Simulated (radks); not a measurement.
Q: Coherent X-ray form factor from a spherical all-electron density. All-electron calculation, non-relativistic Kohn-Sham, Slater X-alpha with alpha = 1.011, spin-unpolarised, spherical densities, point nucleus. Program: a radial shooting solver on a logarithmic mesh with Libxc functionals.

| sin(theta)/lambda (1/angstrom) | f0 (electrons) |
|---|---|
| 0.05 | 10.885 |
| 0.1 | 10.565 |
| 0.15 | 10.099 |
| 0.2 | 9.556 |
| 0.25 | 8.991 |
| 0.3 | 8.432 |
| 0.4 | 7.366 |
| 0.5 | 6.360 |
| 0.6 | 5.421 |
| 0.8 | 3.853 |
| 1 | 2.784 |
| 1.25 | 2.014 |
| 1.5 | 1.621 |
| 2 | 1.267 |

The species is in the configuration that NIST lists as its ground one. Which atom or ion scatters so?

A: The silicon ion Si3+, [Ne] 3s1. Extrapolating in s^2 from the first two rows gives f0(0) = 11.0, near the electron count 11; among species with that count, the fall with angle is slower the higher Z, and the table is that of Z = 14; from so few rows the species is fixed only to a neighbour or two.
